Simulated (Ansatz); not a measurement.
CH5AlOSi at its PBE0-D4/def2-TZVP geometry, where that method's forces vanish. Charge 0, multiplicity 1. The bonds changed during the relaxation, so this is another structure than the one it started from.

```
atom   x (Å)   y (Å)   z (Å)
 Al1   1.020  -1.166  -0.406
 Si2  -1.073   0.042  -0.824
  C3  -0.654   0.746   0.854
  O4   0.535   0.559   0.052
  H5   2.074  -1.158  -1.581
  H6   0.944  -2.177   0.809
  H7  -1.368   1.227  -1.700
  H8  -0.673   0.124   1.746
  H9  -0.806   1.803   1.050
```

Question: For each bond, give half the difference of the two atoms' forces along it (eV/Å; positive pushes the atoms apart) under PBE-D4, r2SCAN-D4, B3LYP-D4, ωB97M-V in def2-TZVPP. (An estimate is asked.)

Answer: Ansatz gave: 
```tsv
bond	length (Å)	PBE-D4	r2SCAN-D4	B3LYP-D4	ωB97M-V
Al1–Si2	2.453	0.16	0.03	0.27	0.21
Al1–O4	1.850	0.24	0.00	-0.01	-0.05
Al1–H5	1.578	0.01	-0.03	-0.12	-0.14
Al1–H6	1.582	0.01	-0.02	-0.09	-0.13
Si2–C3	1.867	0.36	0.19	0.28	0.09
Si2–O4	1.903	0.54	0.17	0.29	0.06
Si2–H7	1.502	0.12	-0.01	-0.13	-0.18
C3–O4	1.446	0.37	0.34	0.38	0.30
C3–H8	1.088	0.03	-0.10	-0.13	-0.10
C3–H9	1.086	0.04	-0.09	-0.16	-0.13
```

B3LYP here is the variant with VWN-RPA as its local correlation; programs differ in this.
